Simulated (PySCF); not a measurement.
A structure optimised at B3LYP-D3(BJ)/def2-TZVP, used in a PySCF frequency run:

```
C
H 1 1.0846
H 1 1.0846 2 115.26
H 1 1.0846 2 115.26 3 138.12
Cd 1 2.2011 2 102.76 4 110.94
```
Charge +1, spin multiplicity 1.

Question: Write its SMILES, formula and point group.

Answer: [CH3][Cd+], CH3Cd, C3v

Question: What are its rotational constants (standard atomic weights)?

Answer: 149.37, 7.3322, 7.3322 GHz
